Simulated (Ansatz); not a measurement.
Gas-phase electronic energies from Ansatz, PBE0-D4/def2-TZVP geometries. CCSD(T)/CBS is the MP2 limit (def2-TZVPP, def2-QZVPP) plus CCSD(T) − MP2 in def2-TZVPP, frozen cores. This one scheme is used for every species. DFT in def2-TZVPP. Each species was taken in one conformer, which may not be the lowest.

`O[SiH2][Si](O)(F)F` → `O[SiH2]F` + `O[Si]F`  (silylene formation by 1,1-elimination)

```csv
level,ΔE (eV)
r2SCAN-D4,1.46
ωB97X-V,1.37
ωB97M-V,1.12
HF/def2-TZVPP,1.19
HF/def2-QZVPP,1.18
SCS-MP2/def2-QZVPP,1.24
MP2/CBS(def2),1.33
CCSD/CBS(def2),1.27
```

Question: What does CCSD(T)/CBS give? (Estimate.)

Answer: Ansatz gave: +1.27 eV. The listed levels differ from it by 0.19, 0.10, -0.15, -0.08, -0.09, -0.03, 0.06, 0.00 eV.

Largest T1 diagnostic among the species: 0.015.

In def2-TZVPP, CCSD(T) changes the Hartree–Fock value by +0.03 eV (the triples alone add +0.01 eV) and MP2 by +0.09 eV. The D4 term adds +0.17 eV with B3LYP and +0.09 eV with PBE0; it sums over pairs of atoms, weighted by their polarisabilities, and B3LYP, whose exchange is more repulsive, gets the larger term.

B3LYP here is the variant with VWN-RPA as its local correlation; programs differ in this.
